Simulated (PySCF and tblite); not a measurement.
Values are calculated unless marked as measured or tabulated.
System: 2-(trifluoromethyl)acrylic acid, C₄H₃F₃O₂, numbered as in [CH2:1]=[C:2]([C:3](=[O:4])[OH:5])[C:6]([F:7])([F:8])[F:9].

Level: PBE0/pcSseg-1 + D3(BJ), IEF-PCM water on GFN2-xTB stationary points, with GFN2-xTB thermal terms. Rate constants are transition-state-theory values, counting equivalent paths, without tunnelling. Programs: tblite and PySCF.

Problem. Estimate the barrier and the room-temperature rate of the rotation about the C2–C3 bond (torsion C1–C2–C3–O4 from 0° to 180°, rising).

Solution. The electronic barrier is 5.4 kcal/mol and ΔG‡(298 K) 5.4 kcal/mol, over a C1 saddle with an imaginary mode of 46i cm⁻¹ (GFN2-xTB). With 2 equivalent paths, k is 1.5×10⁹ s⁻¹, a mean lifetime of the start of 680 ps against this motion. The end lies 0.5 kcal/mol below the start in free energy.
